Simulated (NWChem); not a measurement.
Molecule: C₃H₇B; SMILES BCC=C

```xyz
11

B      0.2988     1.9328     0.2224
C     -0.4715     0.6179    -0.0909
C      0.2908    -0.6582    -0.2759
C     -0.0286    -1.8408     0.2786
H     -0.8232     0.9927    -1.1032
H     -1.4104     0.4809     0.4846
H      1.2034    -0.5868    -0.8963
H     -0.9253    -1.9577     0.9105
H      0.5971    -2.7337     0.1270
H     -0.3003     2.9033     0.6497
H      1.4778     2.0444    -0.0665
```
Atoms are numbered in this order, from 1.

Level: PBE-D3(BJ)/def2-SVP (NWChem), optimised geometry, unscaled harmonic frequencies. 

Task: List the harmonic frequencies with IR intensities, and the thermochemistry.

Result: 
```tsv
frequency (cm⁻¹)	IR intensity (km/mol)
95	1.8
270	2.5
289	0.6
387	1.6
476	2.9
607	11.0
758	3.2
884	32.9
903	5.2
959	11.1
981	30.9
993	1.0
1066	18.4
1156	12.4
1161	15.8
1241	50.9
1269	14.9
1309	6.9
1387	2.6
1672	22.5
2500	113.0
2590	125.5
2786	44.0
3024	6.0
3066	14.2
3074	3.9
3169	9.7
```

| Property | Result |
|---|---|
| zero-point energy | 54.4 kcal/mol |
| thermal correction to the enthalpy at 298.15 K (with zero-point energy) | 58.5 kcal/mol |
| heat capacity Cv | 19.5 cal/(mol K) |
| entropy at 298.15 K and 1 atm (symmetry number 1) | 71.9 cal/(mol K) |
| dipole moment | 0.63 D |

Rigid rotor and harmonic oscillator; modes under 100 cm⁻¹ make the entropy uncertain.
